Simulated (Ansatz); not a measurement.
C5H4N2 (`N#Cc1ccc[nH]1`). Total charge 0; spin multiplicity 1. Geometry: relaxed with PBE0-D4/def2-TZVP.

```xyz
11

N    -2.171    2.396   -0.904
C    -1.450    1.564   -0.560
C    -0.562    0.551   -0.150
C    -0.614   -0.303    0.933
C     0.529   -1.121    0.871
C     1.244   -0.746   -0.243
N     0.580    0.263   -0.853
H    -1.397   -0.319    1.673
H     0.803   -1.900    1.564
H     2.173   -1.123   -0.641
H     0.866    0.737   -1.691
```

(1) What is the dipole moment at PBE/def2-TZVPP? (Estimate.)

(2) And with r2SCAN, B3LYP, ωB97M-V? (Best estimate.)

(3) Give the Mulliken charges with PBE, B3LYP, r2SCAN in def2-TZVPP. (An estimate is asked.)

Answers

(1) Computed: 4.44 D, with components (3.59, -2.61, -0.15) D in this frame, pointing from negative to positive charge.

(2) Computed: r2SCAN 4.55 D, B3LYP 4.50 D, ωB97M-V 4.38 D.

(3) Ansatz gave: 
```tsv
atom	PBE	B3LYP	r2SCAN
N1	0.11	0.04	-0.05
C2	-0.35	-0.25	-0.21
C3	0.17	0.16	0.26
C4	-0.19	-0.18	-0.20
C5	-0.15	-0.18	-0.14
C6	-0.08	-0.06	-0.03
N7	-0.10	-0.16	-0.17
H8	0.14	0.15	0.12
H9	0.13	0.14	0.12
H10	0.14	0.16	0.13
H11	0.18	0.17	0.18
```

B3LYP here is the variant with VWN-RPA as its local correlation; programs differ in this.
